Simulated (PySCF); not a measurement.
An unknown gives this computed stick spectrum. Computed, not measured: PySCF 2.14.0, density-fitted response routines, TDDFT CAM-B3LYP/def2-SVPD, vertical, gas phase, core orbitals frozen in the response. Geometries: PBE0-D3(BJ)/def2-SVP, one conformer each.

| state | E (eV) | λ (nm) | f |
| --- | --- | --- | --- |
| S1 | 7.54 | 164.3 | 0.018 |
| S2 | 7.79 | 159.2 | 0.0052 |
| S3 | 8.13 | 152.5 | 0.0035 |
| S4 | 8.31 | 149.2 | 0.0028 |
| S5 | 8.37 | 148.2 | 0.0047 |
| S6 | 8.45 | 146.8 | 0.0023 |
| S7 | 8.61 | 144.0 | 0.0030 |
| S8 | 8.71 | 142.4 | 0.015 |
| S9 | 8.88 | 139.6 | 0.050 |
| S10 | 8.98 | 138.0 | 0.021 |

Triplets computed (Tamm–Dancoff): 7.03, 7.62, 7.98, 8.10 eV.

Orbital energies (eV): HOMO-3 -11.73, HOMO-2 -11.59, HOMO-1 -9.93, HOMO -9.53, LUMO 0.96, LUMO+1 1.43, LUMO+2 1.77.

Question: Which structure fits?
A. `FC(F)(F)C=C1C=C1`
B. `FB(F)CC1CC1`
C. `O=C1OC[C@@H]1C(F)F`

Answer: B. Its S1, at 7.54 eV, is the highest among the candidates; the nearest of the others has S1 at 5.97 eV. S1 is HOMO→LUMO+1 (60%), HOMO→LUMO (33%). Löwdin shares by element: HOMO carbon 78% (atoms not listed hold the other 22%); LUMO boron 55%, carbon 7% or more, fluorine 7% or more, hydrogen 5% or more (atoms not listed hold the other 26%). At the same level the other candidates give, for their lowest levels:
- `O=C1OC[C@@H]1C(F)F`: 5.97 eV (f 0.001); 8.01 eV (f 0.077); 8.26 eV (f 0.042); 8.59 eV (f 0.010); 8.70 eV (f 0.007); HOMO -10.20, LUMO 0.62 eV
- `FC(F)(F)C=C1C=C1`: 4.84 eV (f 0.016); 6.58 eV (f 0.001); 6.65 eV (f 0.001); 7.06 eV (f 0.595); 7.18 eV (f 0.020); HOMO -8.18, LUMO -0.08 eV

Conformer computed: `[F:1][B:2]([F:3])[CH2:4][CH:5]1[CH2:6][CH2:7]1`: F1–B2–C4–C5 -24°, B2–C4–C5–C6 -158°.

Without π bonds the low states are Rydberg-like; a valence basis with one diffuse set may place them up to an eV too high.
